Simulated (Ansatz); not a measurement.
All values below come from Ansatz (a quantum-chemistry and plane-wave program) with B3LYP-D3(BJ)/def2-SVP. No frequencies were computed at this level.

Ansatz 0.2 input:
```yaml
crystal:
  periodic: [false, false, false]
  atoms:
    - { symbol: N, position_ang: [3.46803, -0.459479, -0.237603] }
    - { symbol: C, position_ang: [2.321306, -0.376902, -0.189528] }
    - { symbol: C, position_ang: [0.942725, -0.21809, -0.105659] }
    - { symbol: C, position_ang: [0.03737, -1.138352, -0.502444] }
    - { symbol: C, position_ang: [-1.353999, -0.77686, -0.329036] }
    - { symbol: C, position_ang: [-1.593752, 0.42993, 0.205652] }
    - { symbol: Si, position_ang: [0.03353, 1.310826, 0.57781] }
    - { symbol: H, position_ang: [0.305429, -2.095529, -0.927318] }
    - { symbol: H, position_ang: [-2.123965, -1.473646, -0.628607] }
    - { symbol: H, position_ang: [-2.593079, 0.792874, 0.37579] }
    - { symbol: H, position_ang: [0.289479, 1.507844, 2.002243] }
    - { symbol: H, position_ang: [0.266924, 2.497385, -0.241302] }
basis:
  gaussian: { orbitals: def2-svp }
hamiltonian:
  xc: b3lyp
  dispersion: d3bj
relax:
  max_steps: 150
```

Output:

```
Functional definition: B3LYP
1436 factors; integrals over basis functions are off by at most 6.1e-4 eV
mean field evaluation 1: about -14617.1159 eV, gradient 5.6e1 eV
mean field evaluation 2: about -14612.1875 eV, gradient 7.3e1 eV
mean field evaluation 4: about -14625.2873 eV, gradient 5.5e0 eV
mean field evaluation 8: about -14625.4010 eV, gradient 3.0e-1 eV
mean field evaluation 16: about -14625.4013 eV, gradient 5.5e-5 eV
mean field -14625.40125413 eV, -537.4735826363 hartree, gradient 5.5e-5 eV, S^2 0.000000; 0 other end points of the search recorded, 0 dependent functions left out
reference -14625.40151992 eV, -537.4735924038 hartree; 28, 28 occupied and 99, 99 virtual orbitals, 1436 factors
relax step   1: F+E_penalty+E_count = -14626.01760344 eV  Δ(F+E_penalty+E_count) = +0.000e0 eV  max|allowed force component| = 1.748e0 eV/Å  Δτ_max = 0.0000 Å  (29 SCF iters, accepted)
these checks for a lower state are left out or cut short: starts, cluster_reference, orbital_swaps, neighbouring_geometries, increment
1436 factors; integrals over basis functions are off by at most 6.2e-4 eV
mean field -14625.51810043 eV, -537.4778766585 hartree, gradient 1.3e-5 eV, S^2 0.000000; 0 other end points of the search recorded, 0 dependent functions left out
reference -14625.51836874 eV, -537.4778865189 hartree; 28, 28 occupied and 99, 99 virtual orbitals, 1436 factors
relax step   2: F+E_penalty+E_count = -14626.12812390 eV  Δ(F+E_penalty+E_count) = -1.105e-1 eV  max|allowed force component| = 4.686e-1 eV/Å  Δτ_max = 0.0672 Å  (33 SCF iters, accepted)
these checks for a lower state are left out or cut short: starts, cluster_reference, orbital_swaps, neighbouring_geometries, increment
1436 factors; integrals over basis functions are off by at most 6.4e-4 eV
mean field evaluation 32: about -14625.5242 eV, gradient 1.3e-5 eV
mean field -14625.52415076 eV, -537.4780990042 hartree, gradient 1.3e-5 eV, S^2 0.000000; 0 other end points of the search recorded, 0 dependent functions left out
reference -14625.52441959 eV, -537.4781088834 hartree; 28, 28 occupied and 99, 99 virtual orbitals, 1436 factors
relax step   3: F+E_penalty+E_count = -14626.13320776 eV  Δ(F+E_penalty+E_count) = -5.084e-3 eV  max|allowed force component| = 1.111e-1 eV/Å  Δτ_max = 0.0090 Å  (34 SCF iters, accepted)
these checks for a lower state are left out or cut short: starts, cluster_reference, orbital_swaps, neighbouring_geometries, increment
1436 factors; integrals over basis functions are off by at most 6.4e-4 eV
mean field -14625.52444539 eV, -537.4781098317 hartree, gradient 2.3e-5 eV, S^2 0.000000; 0 other end points of the search recorded, 0 dependent functions left out
reference -14625.52471423 eV, -537.4781197113 hartree; 28, 28 occupied and 99, 99 virtual orbitals, 1436 factors
relax step   4: F+E_penalty+E_count = -14626.13359408 eV  Δ(F+E_penalty+E_count) = -3.863e-4 eV  max|allowed force component| = 2.586e-2 eV/Å  Δτ_max = 0.0024 Å  (26 SCF iters, accepted)
these checks for a lower state are left out or cut short: starts, cluster_reference, orbital_swaps, neighbouring_geometries, increment
1436 factors; integrals over basis functions are off by at most 6.3e-4 eV
mean field -14625.52445746 eV, -537.4781102750 hartree, gradient 2.3e-5 eV, S^2 0.000000; 0 other end points of the search recorded, 0 dependent functions left out
reference -14625.52472628 eV, -537.4781201541 hartree; 28, 28 occupied and 99, 99 virtual orbitals, 1436 factors
relax step   5: F+E_penalty+E_count = -14626.13363902 eV  Δ(F+E_penalty+E_count) = -4.494e-5 eV  max|allowed force component| = 6.864e-3 eV/Å  Δτ_max = 0.0026 Å  (25 SCF iters, accepted)
1436 factors; integrals over basis functions are off by at most 6.3e-4 eV
mean field -14625.52445746 eV, -537.4781102750 hartree, gradient 2.3e-5 eV, S^2 0.000000; 1 other end points of the search recorded, 0 dependent functions left out
reference -14625.52472628 eV, -537.4781201541 hartree; 28, 28 occupied and 99, 99 virtual orbitals, 1436 factors
Total energy: -14626.13390784 eV, -537.5005071637 hartree
Atom 0 at     3.533981    -0.488019    -0.250836 Å, force     0.000988    -0.006296    -0.002723 eV/Å
Atom 1 at     2.375483    -0.391774    -0.196688 Å, force    -0.005146     0.006864     0.002985 eV/Å
Atom 2 at     0.972083    -0.216543    -0.105293 Å, force     0.003550    -0.000570     0.000592 eV/Å
Atom 3 at     0.047517    -1.135677    -0.501246 Å, force     0.001868    -0.001097    -0.003103 eV/Å
Atom 4 at    -1.370908    -0.768676    -0.325392 Å, force    -0.001455    -0.000696     0.002304 eV/Å
Atom 5 at    -1.632351     0.445871     0.213076 Å, force    -0.000852    -0.000645    -0.000965 eV/Å
Atom 6 at     0.014433     1.278674     0.563818 Å, force     0.000973     0.003793     0.001693 eV/Å
Atom 7 at     0.320810    -2.104146    -0.931241 Å, force    -0.001042     0.001322     0.001135 eV/Å
Atom 8 at    -2.148653    -1.476735    -0.629744 Å, force     0.001778     0.000922    -0.000140 eV/Å
Atom 9 at    -2.650735     0.801863     0.380397 Å, force     0.000395    -0.001825    -0.001009 eV/Å
Atom 10 at     0.280363     1.536238     2.005573 Å, force    -0.000484    -0.000556    -0.001149 eV/Å
Atom 11 at     0.257974     2.518925    -0.222427 Å, force    -0.000573    -0.001217     0.000378 eV/Å
Dipole moment:    -0.963369     0.050537     0.032009 e Å
```

Cost: around 40 core-seconds (rough).
